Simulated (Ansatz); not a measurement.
`[CH3][GeH2][C]1=CC1` + H–F → `[CH3][GeH2][F]` + `C1=CC1`  (ligand exchange at a Ge–C bond)

Program: Ansatz. Geometries: PBE0-D4/def2-TZVP. ΔE: electronic, gas phase. CCSD(T)/CBS is the MP2 limit (def2-TZVPP, def2-QZVPP) plus CCSD(T) − MP2 in def2-TZVPP, frozen cores. This one scheme is used for every species. DFT in def2-TZVPP. For Ge outer-core shells are correlated without core-valence functions, which leaves a few kJ/mol of doubt a bond. Scalar relativity is left out up to krypton. One conformer a species, not always the lowest.

Task: Is it downhill or uphill in electronic energy at CCSD(T)/CBS, and by how much? (Estimate.)

Result: Ansatz gave: Downhill: ΔE = -49.7 kJ/mol.

Task: What do these levels give: B2PLYP, PBE, CCSD/def2-TZVPP, HF/def2-QZVPP, SCS-MP2/def2-QZVPP, CCSD/CBS(def2)? (Estimate.)

Result: Computed: B2PLYP -63.0, PBE -59.5, CCSD/def2-TZVPP -52.9, HF/def2-QZVPP -82.9, SCS-MP2/def2-QZVPP -54.0, CCSD/CBS(def2) -53.5 kJ/mol.

Largest T1 diagnostic among the species: 0.011.

In def2-TZVPP, CCSD(T) changes the Hartree–Fock value by +31.0 kJ/mol (the triples alone add +3.8 kJ/mol) and MP2 by +36.8 kJ/mol. The D4 term adds +9.8 kJ/mol with B3LYP and +5.7 kJ/mol with PBE0; it sums over pairs of atoms, weighted by their polarisabilities, and B3LYP, whose exchange is more repulsive, gets the larger term.

B3LYP here is the variant with VWN-RPA as its local correlation; programs differ in this.
